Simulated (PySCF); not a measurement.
# Computed records: CH$_{4}$B

Calculation on a computer-drawn molecule: vertical ionisation energy to the stated ion spin, frozen-core CCSD(T) at the basis limit and cheaper methods, single-reference cases, UHF for radicals, no spin-orbit; all values are single points at the evaluated structure, the first of each entry, which is the reference or a displaced copy of it and isn't optimised; the reference structure only sets the zero of the energies above reference; triples share is (T) over the correlation energy. Program: PySCF 2.14.0.

Common to all runs: charge 1; multiplicity 1; ion multiplicity 2; diffuse functions no; basis cc-pVnZ; reference is the Hartree-Fock double-zeta minimum; best is HF at quadruple zeta + MP2 correlation extrapolated from triple and quadruple zeta + CCSD(T) minus MP2 at triple zeta; basis step is the size of the change from the same recipe one zeta lower.

(1) CH$_{4}$B

Evaluated structure:
```xyz
6
CH4B
B      1.0858     0.3031    -2.0831
C     -0.4538    -0.0021    -0.6831
H      1.9208     0.4767    -2.8995
H      0.0437    -0.4074     0.2470
H     -0.9619     0.9372    -0.4703
H     -1.1762    -0.7691    -1.1144
```

Reference structure:
```xyz
6
CH4B
B      1.0518     0.2986    -2.0885
C     -0.0025     0.0648    -1.0719
H      1.8871     0.4839    -2.8939
H      0.4522    -0.3249    -0.1511
H     -0.5180     1.0092    -0.8508
H     -0.7292    -0.6644    -1.4547
```

- ionisation energy best: 19.31 eV
- ionisation energy basis step: 0.009711 eV
- energy above reference best: 56.7 kcal/mol
- energy above reference basis step: 1.186 kcal/mol
- ionisation energy Koopmans at triple zeta: 19.04 eV
- ionisation energy EOM CCSD at triple zeta: 19.24 eV
- total energy HF triple zeta: -64.5002 hartree
- total energy CCSD(T) triple zeta: -64.7799 hartree
- total energy best: -64.8087 hartree
- T1 diagnostic at triple zeta: 0.01521
- D1 diagnostic at triple zeta: 0.03704
- ion T1 diagnostic at triple zeta: 0.01798
- ion D1 diagnostic at triple zeta: 0.05319
- ion spin squared at triple zeta: 0.7596
- triples share at triple zeta: 0.03371
- basis functions triple zeta: 116

Drawn bonds:
```
atom  other atom  order
   1           2      1
   1           3      1
   2           4      1
   2           5      1
   2           6      1
```

Triple zeta:
```
 method  ionisation energy (eV)  energy above reference (kcal/mol)
     HF                   17.84                              54.42
    PBE                   19.13                               58.2
 r2SCAN                      19                              60.88
  B3LYP                   19.18                              57.64
  wB97X                   19.01                              59.07
    MP2                   19.15                              59.34
   CCSD                   19.12                              55.35
CCSD(T)                   19.21                              55.21
```

(2) CH$_{4}$B

Evaluated structure:
```xyz
6
CH4B
B      1.0858     0.3031    -2.0831
C     -0.4546    -0.0023    -0.6824
H      1.9208     0.4767    -2.8995
H      0.0429    -0.4076     0.2477
H     -0.9627     0.9370    -0.4696
H     -1.1770    -0.7693    -1.1137
```

Reference structure:
```xyz
6
CH4B
B      1.0518     0.2986    -2.0885
C     -0.0025     0.0648    -1.0719
H      1.8871     0.4839    -2.8939
H      0.4522    -0.3249    -0.1511
H     -0.5180     1.0092    -0.8508
H     -0.7292    -0.6644    -1.4547
```

- ionisation energy best: 19.3 eV
- ionisation energy basis step: 0.009672 eV
- energy above reference best: 56.79 kcal/mol
- energy above reference basis step: 1.187 kcal/mol
- ionisation energy Koopmans at triple zeta: 19.03 eV
- ionisation energy EOM CCSD at triple zeta: 19.24 eV
- total energy HF triple zeta: -64.5000 hartree
- total energy CCSD(T) triple zeta: -64.7797 hartree
- total energy best: -64.8085 hartree
- T1 diagnostic at triple zeta: 0.01523
- D1 diagnostic at triple zeta: 0.03712
- ion T1 diagnostic at triple zeta: 0.01796
- ion D1 diagnostic at triple zeta: 0.05311
- ion spin squared at triple zeta: 0.7596
- triples share at triple zeta: 0.03371
- basis functions triple zeta: 116

Drawn bonds:
```
atom  other atom  order
   1           2      1
   1           3      1
   2           4      1
   2           5      1
   2           6      1
```

Triple zeta:
```
 method  ionisation energy (eV)  energy above reference (kcal/mol)
     HF                   17.83                              54.52
    PBE                   19.12                              58.29
 r2SCAN                      19                              60.98
  B3LYP                   19.18                              57.73
  wB97X                   19.01                              59.18
    MP2                   19.14                              59.45
   CCSD                   19.11                              55.45
CCSD(T)                   19.21                              55.31
```

(3) CH$_{4}$B

Evaluated structure:
```xyz
6
CH4B
B      1.0811     0.2990    -2.0616
C     -0.0053     0.0901    -1.1027
H      1.9097     0.4738    -2.8882
H      0.4386    -0.3438    -0.1668
H     -0.5281     1.0341    -0.8681
H     -0.9710    -0.9672    -1.5689
```

Reference structure:
```xyz
6
CH4B
B      1.0518     0.2986    -2.0885
C     -0.0025     0.0648    -1.0719
H      1.8871     0.4839    -2.8939
H      0.4522    -0.3249    -0.1511
H     -0.5180     1.0092    -0.8508
H     -0.7292    -0.6644    -1.4547
```

* ionisation energy best: 19.97 eV
* ionisation energy basis step: 0.004539 eV
* energy above reference best: 31.01 kcal/mol
* energy above reference basis step: 0.1679 kcal/mol
* ionisation energy Koopmans at triple zeta: 19.63 eV
* ionisation energy EOM CCSD at triple zeta: 19.85 eV
* total energy HF triple zeta: -64.5294 hartree
* total energy CCSD(T) triple zeta: -64.8186 hartree
* total energy best: -64.8496 hartree
* T1 diagnostic at triple zeta: 0.01376
* D1 diagnostic at triple zeta: 0.03119
* ion T1 diagnostic at triple zeta: 0.01522
* ion D1 diagnostic at triple zeta: 0.04015
* ion spin squared at triple zeta: 0.7558
* triples share at triple zeta: 0.03674
* basis functions triple zeta: 116

Drawn bonds:
```
atom  other atom  order
   1           2      1
   1           3      1
   2           4      1
   2           5      1
   2           6      1
```

Triple zeta:
```
 method  ionisation energy (eV)  energy above reference (kcal/mol)
     HF                   18.31                              36.11
    PBE                   19.86                               27.7
 r2SCAN                   19.77                              30.27
  B3LYP                   19.85                              30.13
  wB97X                   19.72                              32.54
    MP2                    19.8                              32.57
   CCSD                   19.76                              31.79
CCSD(T)                   19.88                               30.9
```

(4) CH$_{4}$B

Evaluated structure:
```xyz
6
CH4B
B      1.0977     0.3439    -2.0201
C      0.0319    -0.0673    -1.0319
H      1.7812     0.5193    -2.9602
H      0.3645    -0.3939    -0.1068
H     -0.4850     1.0950    -0.7459
H     -0.8987    -0.6857    -1.4751
```

Reference structure:
```xyz
6
CH4B
B      1.0518     0.2986    -2.0885
C     -0.0025     0.0648    -1.0719
H      1.8871     0.4839    -2.8939
H      0.4522    -0.3249    -0.1511
H     -0.5180     1.0092    -0.8508
H     -0.7292    -0.6644    -1.4547
```

- ionisation energy best: 20.34 eV
- ionisation energy basis step: 0.009468 eV
- energy above reference best: 17.99 kcal/mol
- energy above reference basis step: 0.0548 kcal/mol
- ionisation energy Koopmans at triple zeta: 20.26 eV
- ionisation energy EOM CCSD at triple zeta: 20.23 eV
- total energy HF triple zeta: -64.5544 hartree
- total energy CCSD(T) triple zeta: -64.8397 hartree
- total energy best: -64.8704 hartree
- T1 diagnostic at triple zeta: 0.01343
- D1 diagnostic at triple zeta: 0.0289
- ion T1 diagnostic at triple zeta: 0.01828
- ion D1 diagnostic at triple zeta: 0.05936
- ion spin squared at triple zeta: 0.762
- triples share at triple zeta: 0.03519
- basis functions triple zeta: 116

Drawn bonds:
```
atom  other atom  order
   1           2      1
   1           3      1
   2           4      1
   2           5      1
   2           6      1
```

Triple zeta:
```
 method  ionisation energy (eV)  energy above reference (kcal/mol)
     HF                   18.84                              20.42
    PBE                   20.18                              15.97
 r2SCAN                   20.13                              17.63
  B3LYP                   20.23                              17.58
  wB97X                   20.17                              18.66
    MP2                   20.24                              18.63
   CCSD                   20.16                               18.2
CCSD(T)                   20.25                              17.67
```

(5) CH$_{4}$B

Evaluated structure:
```xyz
6
CH4B
B      1.0084     0.2739    -2.1011
C      0.0272     0.0568    -1.0287
H      2.1473     0.5304    -3.2708
H      0.3980    -0.2706    -0.0736
H     -0.5612     0.9708    -0.8076
H     -0.7558    -0.5773    -1.4620
```

Reference structure:
```xyz
6
CH4B
B      1.0518     0.2986    -2.0885
C     -0.0025     0.0648    -1.0719
H      1.8871     0.4839    -2.8939
H      0.4522    -0.3249    -0.1511
H     -0.5180     1.0092    -0.8508
H     -0.7292    -0.6644    -1.4547
```

* ionisation energy best: 20.3 eV
* ionisation energy basis step: 0.02498 eV
* energy above reference best: 37.62 kcal/mol
* energy above reference basis step: 0.001591 kcal/mol
* ionisation energy Koopmans at triple zeta: 20.36 eV
* ionisation energy EOM CCSD at triple zeta: 20.33 eV
* total energy HF triple zeta: -64.5188 hartree
* total energy CCSD(T) triple zeta: -64.8083 hartree
* total energy best: -64.8391 hartree
* T1 diagnostic at triple zeta: 0.01365
* D1 diagnostic at triple zeta: 0.02772
* ion T1 diagnostic at triple zeta: 0.02968
* ion D1 diagnostic at triple zeta: 0.09131
* ion spin squared at triple zeta: 0.7733
* triples share at triple zeta: 0.03457
* basis functions triple zeta: 116

Drawn bonds:
```
atom  other atom  order
   1           2      1
   1           3      1
   2           4      1
   2           5      1
   2           6      1
```

Triple zeta:
```
 method  ionisation energy (eV)  energy above reference (kcal/mol)
     HF                   19.31                              42.74
    PBE                   19.71                              34.65
 r2SCAN                   19.74                              37.19
  B3LYP                   19.98                              37.73
  wB97X                   20.08                              38.41
    MP2                   20.08                              39.53
   CCSD                   20.24                              37.88
CCSD(T)                    20.2                              37.38
```

(6) CH$_{4}$B

Evaluated structure:
```xyz
6
CH4B
B      1.0925     0.3120    -1.9507
C      0.0335     0.2533    -1.1770
H      1.9624     0.5691    -2.8825
H      0.3287    -0.2949    -0.1290
H     -0.5484     1.0733    -0.8624
H     -0.7078    -0.7391    -1.4459
```

Reference structure:
```xyz
6
CH4B
B      1.0518     0.2986    -2.0885
C     -0.0025     0.0648    -1.0719
H      1.8871     0.4839    -2.8939
H      0.4522    -0.3249    -0.1511
H     -0.5180     1.0092    -0.8508
H     -0.7292    -0.6644    -1.4547
```

- ionisation energy best: 20.87 eV
- ionisation energy basis step: 0.009327 eV
- energy above reference best: 32.09 kcal/mol
- energy above reference basis step: 0.7229 kcal/mol
- ionisation energy Koopmans at triple zeta: 20.75 eV
- ionisation energy EOM CCSD at triple zeta: 20.76 eV
- total energy HF triple zeta: -64.5257 hartree
- total energy CCSD(T) triple zeta: -64.8156 hartree
- total energy best: -64.8479 hartree
- T1 diagnostic at triple zeta: 0.01236
- D1 diagnostic at triple zeta: 0.02524
- ion T1 diagnostic at triple zeta: 0.01459
- ion D1 diagnostic at triple zeta: 0.03873
- ion spin squared at triple zeta: 0.7624
- triples share at triple zeta: 0.0359
- basis functions triple zeta: 116

Drawn bonds:
```
atom  other atom  order
   1           2      1
   1           3      1
   2           4      1
   2           5      1
   2           6      1
```

Triple zeta:
```
 method  ionisation energy (eV)  energy above reference (kcal/mol)
     HF                   19.45                              38.41
    PBE                   20.54                              27.98
 r2SCAN                   20.59                              29.78
  B3LYP                   20.71                              30.33
  wB97X                    20.7                              32.28
    MP2                    20.8                              33.19
   CCSD                   20.69                              33.56
CCSD(T)                   20.78                              32.81
```
